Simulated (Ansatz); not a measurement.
C2H4InN, SMILES `C#[C][InH][NH2]`, relaxed with RKS PBE0-D4/def2-TZVP in Ansatz from a PBE-D4/def2-SVP geometry. The force threshold is 0.005 eV/Å; the program also tests the step.

The species carries charge 0 and has multiplicity 1. In takes the def2 core potential.

Start:

```xyz
8

C     2.188    0.745    1.318
C     1.347    0.173    0.624
In   -0.083   -0.833   -0.557
N    -1.826    0.195   -0.710
H     2.927    1.251    1.927
H     0.166   -2.296   -1.423
H    -2.038    0.980   -0.089
H    -2.682   -0.214   -1.091
```

| step | energy (eV) | largest force (eV/Å) | largest move (Å) |
| --- | --- | --- | --- |
| 1 | -8797.9901 | 1.392 | 0.000 |
| 2 | -8798.0414 | 0.208 | 0.052 |
| 3 | -8798.0440 | 0.089 | 0.030 |
| 4 | -8798.0444 | 0.035 | 0.033 |
| 5 | -8798.0449 | 0.028 | 0.016 |
| 6 | -8798.0454 | 0.033 | 0.026 |
| 7 | -8798.0455 | 0.038 | 0.017 |
| 8 | -8798.0456 | 0.026 | 0.014 |
| 9 | -8798.0457 | 0.033 | 0.010 |
| 10 | -8798.0457 | 0.009 | 0.010 |
| 11 | -8798.0457 | 0.009 | 0.009 |
| 12 | -8798.0457 | 0.004 | 0.004 |

End:

```xyz
8

C     2.163    0.736    1.300
C     1.336    0.174    0.619
In   -0.076   -0.816   -0.559
N    -1.831    0.134   -0.614
H     2.891    1.233    1.900
H     0.168   -2.267   -1.408
H    -2.011    0.991   -0.119
H    -2.640   -0.184   -1.119
```

Run time 50 s (2 threads of an Arm Neoverse V1 on a shared host); peak host memory 0.37 GiB.
